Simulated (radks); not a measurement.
Sb28+, configuration [Ar] 3d5.

All-electron calculation, Dirac Kohn-Sham, BLYP, spin-unpolarised, spherical densities, finite nucleus; open shells fill j = l - 1/2 first; Fermi nuclear charge, rms radius 4.6802 fm. Program: a radial shooting solver on a logarithmic mesh with Libxc functionals.

Energy parts (eV):
total: -163053.288
kinetic: 172774.340
electron-nucleus: -367575.249
Hartree: 35310.975
exchange-correlation: -3563.354

Orbitals (lengths in bohr, moments of r in powers of bohr; r(90%) holds 90 % of the orbital's charge):
orbital,occ.,eigenvalue (eV),<r>,r(90%),<r^4>
1s1/2,2,-31479.45,0.02842,0.0511,3.124e-06
2s1/2,2,-5775.813,0.1216,0.188,0.0005241
2p1/2,2,-5487.124,0.1027,0.168,0.0003356
2p3/2,4,-5233.028,0.1081,0.175,0.0003958
3s1/2,2,-1927.955,0.3129,0.457,0.01852
3p1/2,2,-1814.867,0.3007,0.449,0.01696
3p3/2,4,-1760.748,0.3100,0.461,0.01899
3d3/2,4,-1573.959,0.2752,0.425,0.01346
3d5/2,1,-1561.934,0.2781,0.429,0.01393

The highest occupied level is 3d5/2 at -1561.9 eV. Summed over all electrons, <r^2> = 1.440 bohr^2, which gives a Langevin (diamagnetic) susceptibility term of -1.14 x 10^-6 cm^3/mol. The electron density at the nucleus is 2.088e+05 e/bohr^3. The density falls to 0.001 e/bohr^3 at r = 0.94 bohr. For comparison, the ionisation energy in NIST's Atomic Spectra Database is 1606 eV (theoretical). In exact Kohn-Sham theory the highest level is minus the ionisation energy, but local and semilocal functionals leave it too shallow, through self-interaction and a potential that decays too fast; potentials with the right tail come closer.

Beside tabulated values, note that spin-unpolarised runs miss the spin-polarisation part of the exchange energy of open shells.
